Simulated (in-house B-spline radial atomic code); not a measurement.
S3+ is squeezed into an impenetrable sphere of radius R (the orbitals vanish at R). No spin polarisation. Method: non-relativistic LDA VWN5, spherical fractional occupations, point nucleus. Calculated with a radial B-spline atomic code at the basis-set limit.

Energies in eV above the free ion in [Ne] 3s2 3p1:

```tsv
R (bohr)	highest level (eV)	[Ne] 3s2 3p1	[He] 2s2 2p5 3s2 3p1 3d1	[Ne] 3s1 3p2	-dE/dV in [Ne] 3s2 3p1 (GPa)
8.37	-40.4	0	185.8	11.72	4.43e-06
6.7	-40.4	0.0001838	185.8	11.72	0.00105
4.99	-40.4	0.02701	185.9	11.76	0.265
3.98	-39.9	0.4408	186.6	12.31	6.42
3.86	-39.8	0.6073	186.8	12.51	9.33
3.22	-37.7	3.203	190.2	15.58	67.4
2.67	-32.2	12.62	201.7	25.99	374
2.04	-10.8	59.22	256.5	74.53	3040
1.81	7.91	105.7	310.6	121.5	7120
1.33	108	392.3	637.3	402.2	56700
```

Task: Does [He] 2s2 2p5 3s2 3p1 3d1 fall below [Ne] 3s2 3p1 under compression?

Result: No, it stays above over the whole range.

Task: Does [Ne] 3s1 3p2 fall below [Ne] 3s2 3p1 under compression?

Result: No, it stays above over the whole range.

The highest level is first positive in the row R = 1.81 bohr, pushed up by confinement above the zero of the free ion's potential. Each configuration is held fixed and needn't be the lowest in the sphere.
